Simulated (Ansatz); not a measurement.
Q: Name a neutral molecule of B, N, S, Si and H with HOMO–LUMO gap (PBE/def2-TZVPP) between 4.50 and 4.80 eV and HOMO energy (PBE/def2-TZVPP) between -5.95 and -5.65 eV (Ansatz, PBE0-D4/def2-TZVP geometry).

A: `NB1[SiH2]S1` (4.61 eV, -5.86 eV). Other molecules can fit too; these were computed, each in one conformer that needn't be the lowest.
